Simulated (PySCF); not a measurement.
B(Cl)2(SH) (BCl2HS), SMILES SB(Cl)Cl.

Geometry: TPSSh-D3(BJ)/def2-SVP. The values are those of a single conformer.

Vertical ionisation energy (IE) and electron affinity (EA) in eV. Rows of orbital energies are one-electron estimates. Where ΔSCF, EOM or ADC give a negative EA the extra electron is unbound and the value depends on the basis.

```tsv
level	IE	EA
−ε(HOMO), −ε(LUMO), PBE0/def2-TZVPD (PySCF)	8.40	1.50
ADC(2)/aug-cc-pVDZ (PySCF)	10.33	-0.58
```

Problem. Beyond the first one, list the lowest photoelectron lines from PySCF with ADC(2)/aug-cc-pVDZ with their pole strengths (two spins summed). (Estimate from the structure and the level; the computed values follow.)

Solution. 11.22 eV (1.80), 11.45 eV (1.79), 11.78 eV (1.80), 13.03 eV (1.79), 13.32 eV (1.79).
